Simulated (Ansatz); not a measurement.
Born–Oppenheimer molecular dynamics of H₃InO₃ (7 atoms, charge 0, multiplicity 1). It starts from a relaxed structure.

All numbers below come from Ansatz, RKS PBE0-D4/def2-SVP.

```
ensemble                      : NVE (velocity Verlet)
time step                     : 0.5 fs
steps asked                   : 150
starting velocities drawn for : 2000 K
seed                          : 892432
```

Frames 5 fs apart, positions in Å, forces in eV/Å.

Velocities at 15 fs (Å/ps):

```
In -0.60 1.58 -1.19
O -3.43 -4.94 4.74
H 67.38 0.81 -57.66
O 2.85 -2.16 2.44
H 65.05 -4.00 10.38
O -3.65 -4.03 3.74
H 2.57 0.11 9.44
```

```xyz
7
Properties=species:S:1:pos:R:3:forces:R:3 time_fs=15 energy_less_start_eV=0.528 T=1190
In 0.081 -0.263 0.064 -1.54 0.34 3.47
O -0.141 -0.140 2.230 1.37 -2.69 -3.27
H -0.492 0.624 2.602 -1.09 2.44 0.75
O 1.899 -0.344 -0.579 0.93 0.15 0.67
H 1.782 -0.506 -1.500 0.38 -0.25 -1.52
O -1.519 -0.554 -1.077 -1.08 0.20 0.58
H -2.346 -0.444 -0.543 1.03 -0.18 -0.67
7
Properties=species:S:1:pos:R:3:forces:R:3 time_fs=20 energy_less_start_eV=0.683 T=955
In 0.076 -0.255 0.061 -0.62 -0.25 2.31
O -0.150 -0.182 2.230 -0.22 4.01 -1.68
H -0.253 0.882 2.396 0.41 -3.93 -0.50
O 1.921 -0.354 -0.566 1.25 -0.35 -2.18
H 2.125 -0.540 -1.539 -0.74 0.43 2.09
O -1.540 -0.573 -1.058 0.86 0.02 -0.57
H -2.308 -0.454 -0.518 -0.94 0.06 0.53
7
Properties=species:S:1:pos:R:3:forces:R:3 time_fs=25 energy_less_start_eV=0.734 T=880
In 0.071 -0.247 0.063 0.32 -0.92 1.10
O -0.158 -0.193 2.198 -0.68 -4.52 -2.52
H 0.012 0.684 2.179 0.96 5.07 0.96
O 1.955 -0.366 -0.566 -0.90 0.53 2.36
H 2.368 -0.528 -1.383 0.25 -0.30 -1.89
O -1.556 -0.591 -1.040 -0.37 0.26 0.36
H -2.341 -0.470 -0.470 0.43 -0.13 -0.38
7
Properties=species:S:1:pos:R:3:forces:R:3 time_fs=30 energy_less_start_eV=0.766 T=826
In 0.066 -0.241 0.068 0.70 -1.00 0.01
O -0.165 -0.214 2.131 2.07 3.93 -1.44
H 0.331 0.749 2.156 -1.72 -3.37 0.75
O 1.987 -0.373 -0.551 -0.03 0.10 0.17
H 2.511 -0.528 -1.365 -1.22 0.20 0.55
O -1.574 -0.605 -1.021 0.03 0.20 0.10
H -2.354 -0.506 -0.454 0.17 -0.04 -0.12
7
Properties=species:S:1:pos:R:3:forces:R:3 time_fs=35 energy_less_start_eV=0.309 T=1528
In 0.062 -0.238 0.072 0.97 -0.74 -1.17
O -0.155 -0.201 2.040 -1.74 -1.40 -0.84
H 0.461 0.411 2.345 1.86 1.70 1.32
O 2.012 -0.378 -0.524 -0.52 0.17 0.44
H 2.465 -0.507 -1.374 -0.91 0.12 0.23
O -1.588 -0.617 -1.002 0.89 0.09 -0.42
H -2.359 -0.546 -0.446 -0.55 0.06 0.44
7
Properties=species:S:1:pos:R:3:forces:R:3 time_fs=40 energy_less_start_eV=0.389 T=1407
In 0.061 -0.236 0.074 1.25 -0.58 -2.58
O -0.146 -0.187 1.954 2.01 1.29 4.69
H 0.622 0.135 2.596 -2.46 -1.11 -2.39
O 2.026 -0.379 -0.486 -1.07 0.28 1.18
H 2.268 -0.476 -1.398 -0.12 -0.06 -0.89
O -1.596 -0.626 -0.985 -0.61 0.19 0.60
H -2.394 -0.583 -0.402 0.99 -0.02 -0.60
7
Properties=species:S:1:pos:R:3:forces:R:3 time_fs=45 energy_less_start_eV=0.421 T=1353
In 0.062 -0.235 0.071 0.95 -0.71 -2.95
O -0.127 -0.156 1.916 -0.37 0.10 4.17
H 0.530 -0.353 2.607 -0.30 0.23 -0.79
O 2.028 -0.378 -0.443 -1.11 0.06 -2.36
H 1.981 -0.436 -1.453 0.49 0.08 1.98
O -1.603 -0.634 -0.965 1.37 0.19 -0.91
H -2.350 -0.616 -0.393 -1.03 0.05 0.86
7
Properties=species:S:1:pos:R:3:forces:R:3 time_fs=50 energy_less_start_eV=0.509 T=1217
In 0.065 -0.236 0.062 0.25 -0.63 -1.58
O -0.117 -0.130 1.935 -0.38 -0.08 3.23
H 0.437 -0.698 2.496 -0.14 0.43 -0.38
O 2.013 -0.374 -0.417 -0.60 0.24 1.52
H 1.814 -0.397 -1.325 0.69 -0.18 -2.56
O -1.602 -0.638 -0.951 -0.67 0.18 0.38
H -2.362 -0.640 -0.321 0.84 0.04 -0.63
7
Properties=species:S:1:pos:R:3:forces:R:3 time_fs=55 energy_less_start_eV=0.579 T=1114
In 0.068 -0.237 0.050 -0.42 -0.13 0.04
O -0.112 -0.100 2.003 1.03 -3.08 1.72
H 0.290 -1.039 2.265 -1.21 3.09 -0.39
O 1.986 -0.367 -0.392 -0.37 0.07 -2.78
H 1.861 -0.387 -1.398 1.08 -0.06 1.75
O -1.602 -0.639 -0.937 0.28 0.09 -0.60
H -2.307 -0.656 -0.290 -0.39 0.03 0.26
7
Properties=species:S:1:pos:R:3:forces:R:3 time_fs=60 energy_less_start_eV=0.511 T=1215
In 0.071 -0.240 0.037 -0.64 0.42 1.07
O -0.104 -0.093 2.087 -0.59 2.78 -1.43
H 0.059 -0.996 2.113 0.60 -3.23 1.30
O 1.955 -0.359 -0.392 0.75 0.08 0.15
H 2.138 -0.397 -1.324 0.24 -0.07 -0.75
O -1.602 -0.640 -0.929 -0.20 0.00 -0.23
H -2.289 -0.663 -0.251 -0.15 0.03 -0.11
7
Properties=species:S:1:pos:R:3:forces:R:3 time_fs=65 energy_less_start_eV=0.803 T=768
In 0.072 -0.241 0.027 -0.51 0.33 1.95
O -0.097 -0.080 2.155 -0.27 -4.04 -1.91
H -0.173 -1.155 2.183 0.25 3.68 0.59
O 1.939 -0.351 -0.402 1.79 -0.03 -0.78
H 2.415 -0.414 -1.251 -0.80 0.07 0.50
O -1.605 -0.640 -0.925 -0.86 -0.06 0.29
H -2.304 -0.663 -0.237 0.40 0.06 -0.64
7
Properties=species:S:1:pos:R:3:forces:R:3 time_fs=70 energy_less_start_eV=0.826 T=736
In 0.072 -0.242 0.021 -0.25 -0.08 2.53
O -0.092 -0.097 2.193 1.49 4.27 -3.49
H -0.358 -0.923 2.415 -1.42 -4.35 1.33
O 1.943 -0.342 -0.417 1.60 -0.02 -0.41
H 2.592 -0.427 -1.142 -1.15 0.13 0.35
O -1.615 -0.641 -0.922 0.66 0.02 -1.04
H -2.312 -0.652 -0.285 -0.93 0.03 0.72
```

Of the whole run (75 fs, mean temperature of the second half 1074 K): The conserved energy stayed within 1.6 meV per atom of its start (net change 1.2 meV per atom), so the integration is sound. Over the second half the temperature averaged 0.54 of the 2000 K drawn at the start: a run that starts near a minimum puts about half its kinetic energy into the potential. A run of 0.075 ps of so small a system gives no equilibrium averages.

The run took 8 min on 1 thread of Arm Neoverse V2 (shared host), peak memory 0.17 GiB.
